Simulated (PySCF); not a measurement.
Compound: C2H7ClSi2.
Numbering: `[CH2:1]=[CH:2][SiH2:3][SiH2:4][Cl:5]` (hydrogens: H6, H7 on C1; H8 on C2; H9, H10 on Si3; H11, H12 on Si4)

The calculation used PBE0-D3(BJ)/def2-SVP geometry optimisation, gas phase in PySCF.

(1) Give the optimised bond lengths and angles.

## Answers

(1) 
| bond | length (Å) | order |
| --- | --- | --- |
| C1=C2 | 1.338 | double |
| C2–Si3 | 1.870 | single |
| Si3–Si4 | 2.344 | single |
| Si4–Cl5 | 2.080 | single |
| C1–H6 | 1.096 | single |
| C1–H7 | 1.096 | single |
| C2–H8 | 1.098 | single |
| Si3–H9, Si3–H10 | 1.496 | single |
| Si4–H11, Si4–H12 | 1.493 | single |

Bonds in one row agree within 0.01 Å and their mean is given. Orders are formal, as drawn. A selection of angles:
| angle | degrees |
| --- | --- |
| C2–C1–H6 | 121.9 |
| C2–C1–H7 | 121.9 |
| H6–C1–H7 | 116.2 |
| C1–C2–Si3 | 123.8 |
| C1–C2–H8 | 118.2 |
| Si3–C2–H8 | 118.0 |
| C2–Si3–Si4 | 109.8 |
| C2–Si3–H9 | 110.0 |
| C2–Si3–H10 | 111.5 |
| Si4–Si3–H9 | 108.7 |
| Si4–Si3–H10 | 107.5 |
| H9–Si3–H10 | 109.4 |
| Si3–Si4–Cl5 | 107.9 |
| Si3–Si4–H11 | 112.0 |
| Cl5–Si4–H11 | 108.1 |
| H11–Si4–H12 | 108.4 |

Torsions: C1–C2–Si3–Si4 111° (anticlinal); C2–Si3–Si4–Cl5 178° (antiperiplanar). The mirror-image conformer, all signs reversed, is as good.

Si4 (chlorine-bound silicon) is tetrahedral (angles from 107.9° to 112.0°). Si3 (SiH2 silicon) is tetrahedral (angles from 107.5° to 111.5°).

Point group: C1 (no symmetry element, even within 0.4 Å). Whether it is a minimum is left open (no frequencies). One conformer, not necessarily the lowest.

Time: 95 s wall; peak memory 0.48 GiB. Hardware: an Arm Neoverse V2 with one thread, on a shared host. This is the geometry optimisation.
